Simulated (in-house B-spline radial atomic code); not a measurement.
Configurations of Pr3+, with energies counted from [Xe] (4f5/2)2. Method: Dirac-Hartree-Fock, average of each configuration as written, Fermi nucleus of rms radius 4.8919 fm. Calculated with an all-electron radial atomic-structure program (B-spline basis). Energies include first-order Breit, QED and recoil terms.

Occupations are held fixed; configurations that lie above the ionisation limit could autoionise.

```tsv
configuration	E - E(ref) (eV)	highest orbital	its <r> (bohr)
[Xe] (4f5/2)1 7s1	22.543	7s1/2	5.977
[Kr] 4d10 (4f5/2)2 (4f7/2)1 5s2 (5p1/2)1 (5p3/2)4	23.178	4f7/2	1.043
[Kr] 4d10 (4f5/2)2 5s2 (5p1/2)2 (5p3/2)3 (6p1/2)1	30.061	6p1/2	3.826
[Xe] (4f7/2)1 9s1	30.712	9s1/2	13.48
[Xe] (4f5/2)1 (9p3/2)1	30.979	9p3/2	14.81
[Xe] (4f5/2)1 (9f7/2)1	33.069	9f7/2	22.75
[Kr] (4d3/2)4 (4d5/2)5 (4f5/2)2 5s2 5p6 (6f7/2)1	140.92	6f7/2	8.012
[Kr] (4d3/2)3 (4d5/2)6 (4f5/2)1 (4f7/2)1 5s2 5p6 (9p3/2)1	149.94	9p3/2	14.78
```

Task: Order these further configurations by energy, lowest first.
A. [Xe] (4f7/2)2
B. [Kr] (4d3/2)4 (4d5/2)5 (4f5/2)3 5s2 5p6
C. [Kr] (4d3/2)4 (4d5/2)5 (4f5/2)2 5s2 5p6 (6p1/2)1
D. [Xe] (4f5/2)1 (4f7/2)1
E. [Kr] 4d10 (4f7/2)2 5s2 (5p1/2)2 (5p3/2)3 (6f5/2)1

Result: D (0.71886 eV), A (0.74655 eV), E (43.538 eV), B (111.36 eV), C (128.2 eV).

Task: How far above the reference does [Xe] (4f7/2)1 (6f5/2)1 lie?

Result: 28.224 eV; its least bound orbital is 6f5/2 with <r> = 8.011 bohr.

Task: How far above the reference does [Xe] (4f7/2)1 (5d3/2)1 lie?

Result: 6.8998 eV; its least bound orbital is 5d3/2 with <r> = 2.217 bohr.

Task: How far above the reference does [Kr] 4d10 (4f5/2)1 (4f7/2)1 5s2 (5p1/2)1 (5p3/2)4 (6d3/2)1 lie?

Result: 40.835 eV; its least bound orbital is 6d3/2 with <r> = 5.138 bohr.
